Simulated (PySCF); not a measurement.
**Exercise with solution: oscillator strength and radiative lifetime**

Be(Br)(iPr) (C3H7BeBr), SMILES [CH](C)(C)[Be][Br].

The structure is a stationary point at PBE0-D3(BJ)/def2-SVP. Other conformers were not sampled.

TDA-PBE/def2-SVPD (PySCF) puts the first singlet state with f over 0.02 at 5.53 eV (vertical), with the transition dipole (0.000, 0.000, -0.475) in atomic units.

Question: Find the oscillator strength, the wavelength and the radiative lifetime that this transition would have in vacuum if emission retraced absorption.

Answer: 
|μ|² = 0.2256 au, so |μ| = 1.21 D. ΔE = 5.53/27.211 = 0.2032 hartree. f = (2/3) ΔE |μ|² = 0.031 (the program prints 0.031).
λ = 1239.84/5.53 = 224 nm; ν = 44602 cm⁻¹.
Einstein's coefficient A = 0.6670 ν² f s⁻¹ (ν in cm⁻¹) = 4.1e7 s⁻¹, so τ = 1/A = 25 ns. This state is S2; the lower singlet has f = 0.012. The figure is the radiative limit of this one transition; relaxation, internal conversion, crossing to triplets and a medium change what is measured.
